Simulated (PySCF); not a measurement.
Species: (NaI)2 ring, Na₂I₂.
Z-matrix (Å and degrees, PBE0-D3(BJ)/def2-SVP geometry), rows numbered from 1:
```
Na
I   1  2.9095
Na  2  2.9090  1   73.46
I   3  2.9061  2  106.57  1     0.01
```

Computed with PBE0-D3(BJ)/def2-SVP geometry optimisation, gas phase, def2 core potentials past Kr (PySCF).

Masses are those of the commonest isotopes; rigid-rotor values at the optimised geometry. The values belong to one conformer.

**Question.** What are A, B and C (MHz)?

**Answer.** Ia = 139.18, Ib = 1378.70, Ic = 1517.88 u·Å²; 505379 MHz·u·Å²/I gives A = 3631, B = 366.6, C = 333.0 MHz.

**Question.** What kind of rotor is it?

**Answer.** A near-prolate asymmetric top; Ray's κ = -0.980.

**Question.** What does the inertial defect say?

**Answer.** Planar: Δ = Ic − Ia − Ib = 0.00 u·Å². For a rigid frame Δ = −2 Σ m c², so it vanishes when all atoms lie in the ab plane; here none is more than 0.01 Å from it.

**Question.** Give the coordinates in the principal-axis frame, origin at the centre of mass.

**Answer.** The sense of each axis is arbitrary; atoms in the order of the calculation.
| atom | mass (u) | a (Å) | b (Å) | c (Å) |
| --- | --- | --- | --- | --- |
| Na1 | 22.990 | 0.000 | -1.741 | 0.000 |
| I2 | 126.904 | -2.331 | 0.000 | 0.000 |
| Na3 | 22.990 | 0.002 | 1.739 | 0.000 |
| I4 | 126.904 | 2.331 | 0.000 | 0.000 |

The point group D2h allows no dipole (computed: 0.01 D), so a rigid rotor has no electric-dipole lines.

**Question.** Estimate the classical rotational partition function at 10 K, 50 K and 100 K.

**Answer.** Point group D2h, symmetry number σ = 4; q = (√π/σ)·√((kT/h)³/(ABC)), k/h = 20836.6 MHz/K: 2000 at 10 K, 22400 at 50 K, 63300 at 100 K.

Atoms past krypton carry def2 core potentials. Not checked by PBE0-D3(BJ)/def2-SVP frequencies. Zero-point vibration and centrifugal distortion are left out. Quadrupole hyperfine structure (23Na, 127I) is left out.

The run took 72 s on one thread, x86-64 server, no GPU (shared host). These figures are those of the optimisation.
